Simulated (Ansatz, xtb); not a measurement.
# Relaxing a trial structure of AlFGaH5OSi

The starting geometry of this gas-phase singlet was built from a drawn formula by distance geometry; its bonds are those of `[OH][GaH][AlH][SiH2]F`.

```xyz
10

Al   -0.0424    0.3962    0.2209
F    -3.2792    0.5931   -0.4427
Ga   -0.1163    0.3340    2.8019
O     0.0237   -0.6271    4.2379
Si   -1.8741    1.3431   -0.9474
H    -0.7746   -0.8072    4.7651
H    -1.6334    1.0894    3.0424
H     0.7058   -0.8412   -0.4817
H    -1.7322    1.0650   -2.4041
H    -2.0180    2.7609   -0.7090
```

Where would you expect an optimisation with r2SCAN-D4/def2-SVP to take it?

It keeps its bonds, and is `[OH][GaH][AlH][SiH2]F`.

The energy falls by 1.10 eV over 40 steps:

```tsv
step	E − E(last) (eV)
1	1.099
5	0.137
10	0.057
14	0.024
18	0.007
23	0.001
27	0.000
31	0.000
36	0.000
40	0.000
```

Final geometry (Å):

| atom | x (Å) | y (Å) | z (Å) |
| --- | --- | --- | --- |
| Al | 0.1050 | 0.6959 | 0.4453 |
| F | -3.1213 | 1.2384 | 0.1146 |
| Ga | -0.5137 | 0.5101 | 2.8563 |
| O | -0.8751 | -1.2059 | 3.2680 |
| Si | -1.8856 | 1.0603 | -0.9600 |
| H | -1.1879 | -1.3379 | 4.1730 |
| H | -0.7344 | 1.5276 | 4.0403 |
| H | 1.5692 | 0.5990 | -0.1772 |
| H | -2.2407 | -0.0776 | -1.8687 |
| H | -1.8564 | 2.2964 | -1.8083 |

From the same start GFN2-xTB ends elsewhere, differing in Al1–H7 (1.57 against 3.78 Å here), Ga3–H7 (3.30 against 1.58 Å here).

No frequencies were run, so the end isn't proven a minimum. Run with Ansatz 0.2.0, 2.9 min on 2 threads of Intel(R) Xeon(R) Platinum 8375C CPU @ 2.90GHz (Ice Lake) (shared host).
